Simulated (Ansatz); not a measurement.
B₂O₃. Total charge 0; triplet. Geometry PBE-D4/def2-SVP; atoms count from 1.

```tsv
atom	x (Å)	y (Å)	z (Å)
B1	0.191	-0.545	-1.425
B2	-0.520	0.524	0.911
O3	-0.737	0.981	2.030
O4	-0.360	0.060	-0.306
O5	1.427	-1.019	-1.210
```

At PBE0-D4/def2-TZVP a singlet of charge 0 lies 4.13 eV below the triplet, each at its own geometry. The structure comes from a short search, and lower isomers may exist.

Estimate the Mulliken populations from the PBE0/def2-TZVP orbitals of Ansatz.


```json
{"atom": "B1", "charge (e)": "0.20", "spin (α − β)": "0.88"}
{"atom": "B2", "charge (e)": "0.34", "spin (α − β)": "0.01"}
{"atom": "O3", "charge (e)": "-0.26", "spin (α − β)": "0.03"}
{"atom": "O4", "charge (e)": "-0.20", "spin (α − β)": "0.14"}
{"atom": "O5", "charge (e)": "-0.08", "spin (α − β)": "0.94"}
```
Mulliken values and Mayer orders depend strongly on the basis.

Where does the spin sit?

Summed by element: B 0.89, O 1.11, of 2 unpaired in all. Largest on single atoms: O5 0.94, B1 0.88, O4 0.14.

And the Mayer bond orders between bonded heavy atoms (over 0.3)?

B1–O4 1.16 (1.39 Å); B1–O5 1.41 (1.34 Å); B2–O3 2.27 (1.23 Å); B2–O4 1.30 (1.31 Å).
